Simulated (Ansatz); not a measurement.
`CC(C)(C)[O][Ga]([F])[Cl]` + HCl → `CC(C)(C)[O][Ga]([Cl])[Cl]` + H–F  (ligand exchange at a Ga–F bond)

Gas-phase electronic energies from Ansatz, PBE0-D4/def2-TZVP geometries. CCSD(T)/CBS is the MP2 limit (def2-TZVPP, def2-QZVPP) plus CCSD(T) − MP2 in def2-TZVPP, frozen cores. This one scheme is used for every species. Functionals use def2-TZVPP. HSE06 is defined as in plane-wave codes. For Ga outer-core shells are correlated without core-valence functions, which leaves a few kJ/mol of doubt a bond. Scalar relativity is left out up to krypton. Each species was taken in one conformer, which may not be the lowest.

```json
{"level": "LDA (SPW92)", "ΔE (kJ/mol)": "-31.5", "difference from CCSD(T)/CBS": "5.4"}
{"level": "ωB97M-V", "ΔE (kJ/mol)": "-31.2", "difference from CCSD(T)/CBS": "5.7"}
{"level": "PBE", "ΔE (kJ/mol)": "-27.5", "difference from CCSD(T)/CBS": "9.4"}
{"level": "revPBE", "ΔE (kJ/mol)": "-25.9", "difference from CCSD(T)/CBS": "11.0"}
{"level": "PBE0", "ΔE (kJ/mol)": "-33.5", "difference from CCSD(T)/CBS": "3.4"}
{"level": "HSE06", "ΔE (kJ/mol)": "-33.9", "difference from CCSD(T)/CBS": "3.0"}
{"level": "CAM-B3LYP", "ΔE (kJ/mol)": "-21.3", "difference from CCSD(T)/CBS": "15.6"}
{"level": "HF/def2-TZVPP", "ΔE (kJ/mol)": "-29.0", "difference from CCSD(T)/CBS": "7.9"}
{"level": "CCSD(T)/def2-TZVPP", "ΔE (kJ/mol)": "-31.0", "difference from CCSD(T)/CBS": "5.9"}
{"level": "HF/def2-QZVPP", "ΔE (kJ/mol)": "-26.7", "difference from CCSD(T)/CBS": "10.2"}
{"level": "CCSD(T)/CBS", "ΔE (kJ/mol)": "-36.9", "difference from CCSD(T)/CBS": "0"}
```

Largest T1 diagnostic among the species: 0.013.

The D4 term adds −7.7 kJ/mol with B3LYP and −4.5 kJ/mol with PBE0; it sums over pairs of atoms, weighted by their polarisabilities, and B3LYP, whose exchange is more repulsive, gets the larger term. Leaving LDA and LC-ωPBE aside and taking each functional with its dispersion term where it has one, the values, not all of them listed here, spread over 12.1 kJ/mol, from HSE06-D4 to CAM-B3LYP-D4. LDA lies −4.0 kJ/mol from PBE without D4.

B3LYP here is the variant with VWN-RPA as its local correlation; programs differ in this.
